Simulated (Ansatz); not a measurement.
The cluster Be₇O₇. The state is a triplet with charge 0. Geometry PBE0-D4/def2-SVP, that of the neutral singlet.

```xyz
14

Be    2.8515   -0.8256   -0.8093
Be   -2.3876    0.1931    1.9330
Be    1.4511    0.4789   -2.6738
Be    2.1069   -1.5053    1.6654
Be   -2.7534    1.2888   -0.4768
Be   -1.0446    1.4191   -2.5264
Be   -0.2239   -1.0490    2.8879
O    -3.0341    0.8732    0.8586
O     2.5396   -0.2046   -2.0550
O    -1.5413   -0.5035    2.8459
O    -2.2423    1.5973   -1.7723
O     2.9254   -1.3770    0.5042
O     1.1121   -1.5072    2.6878
O     0.2407    1.1218   -3.0692
```

At PBE-D4/def2-TZVP, r2SCAN-D4/def2-TZVP the gap within one spin of the charge 0 triplet nearly closes, so an electron or hole may be smeared out by delocalisation error. At PBE-D4/def2-TZVP a singlet of charge 0 lies 5.34 eV below the triplet at the same geometry. Another isomer (singlet) lies 0.20 eV lower at PBE0-D4/def2-TZVP; other spin states weren't run for this one.

Question: Estimate the α-spin orbital energies around the gap (eV) in Ansatz with PBE-D4/def2-TZVP, r2SCAN-D4/def2-TZVP.

Answer: 
```json
{"orbital": "HOMO−5", "PBE-D4/def2-TZVP": "-8.46", "r2SCAN-D4/def2-TZVP": "-8.78"}
{"orbital": "HOMO−4", "PBE-D4/def2-TZVP": "-8.14", "r2SCAN-D4/def2-TZVP": "-8.49"}
{"orbital": "HOMO−3", "PBE-D4/def2-TZVP": "-8.08", "r2SCAN-D4/def2-TZVP": "-8.43"}
{"orbital": "HOMO−2", "PBE-D4/def2-TZVP": "-7.88", "r2SCAN-D4/def2-TZVP": "-8.13"}
{"orbital": "HOMO−1", "PBE-D4/def2-TZVP": "-7.70", "r2SCAN-D4/def2-TZVP": "-7.96"}
{"orbital": "HOMO", "PBE-D4/def2-TZVP": "-2.31", "r2SCAN-D4/def2-TZVP": "-2.19"}
{"orbital": "LUMO", "PBE-D4/def2-TZVP": "-1.46", "r2SCAN-D4/def2-TZVP": "-1.08"}
{"orbital": "LUMO+1", "PBE-D4/def2-TZVP": "-1.43", "r2SCAN-D4/def2-TZVP": "-1.04"}
{"orbital": "LUMO+2", "PBE-D4/def2-TZVP": "-0.53", "r2SCAN-D4/def2-TZVP": "-0.03"}
{"orbital": "LUMO+3", "PBE-D4/def2-TZVP": "-0.53", "r2SCAN-D4/def2-TZVP": "-0.03"}
{"orbital": "LUMO+4", "PBE-D4/def2-TZVP": "-0.30", "r2SCAN-D4/def2-TZVP": "0.03"}
{"orbital": "LUMO+5", "PBE-D4/def2-TZVP": "-0.03", "r2SCAN-D4/def2-TZVP": "0.32"}
{"orbital": "β HOMO", "PBE-D4/def2-TZVP": "-7.52", "r2SCAN-D4/def2-TZVP": "-7.72"}
{"orbital": "β LUMO", "PBE-D4/def2-TZVP": "-7.69", "r2SCAN-D4/def2-TZVP": "-7.85"}
```
